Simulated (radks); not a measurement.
Values are calculated unless marked as measured or tabulated.
Cd, configuration [Kr] 4d10 5s2.

Level of theory: scalar-relativistic Kohn-Sham, LDA (Slater exchange, Perdew-Wang correlation), spin-polarised, spherical densities, point nucleus; hard spherical wall at 6 bohr (a radial shooting solver on a logarithmic mesh with Libxc functionals).

Energy parts (hartree):
| part | energy |
|---|---|
| total | -5589.58814 |
| kinetic | 5815.07931 |
| electron-nucleus | -13521.22586 |
| Hartree | 2265.79542 |
| exchange-correlation | -149.23701 |

Orbitals (lengths in bohr, moments of r in powers of bohr; r(90%) holds 90 % of the orbital's charge):
orbital,occ.,eigenvalue (hartree),r(90%),<r^4>
1s,2,-973.5871,0.0546,4.077e-06
2s,2,-144.5505,0.204,0.0007196
2p,6,-129.7844,0.187,0.0005156
3s,2,-26.90008,0.529,0.03324
3p,6,-22.05608,0.538,0.03537
3d,10,-14.45137,0.530,0.03324
4s,2,-3.86185,1.28,1.155
4p,6,-2.43394,1.42,1.773
4d,10,-0.41032,2.08,8.706
4f,0,0.48737,4.92,276.5
5s,2,-0.18948,3.92,91.77
5p,0,0.01795,4.41,152.5
6s,0,0.38987,5.06,297.7

The highest occupied level is 5s at -5.156 eV. Summed over all electrons, <r^2> = 47.21 bohr^2, which gives a Langevin (diamagnetic) susceptibility term of -37.4 x 10^-6 cm^3/mol.
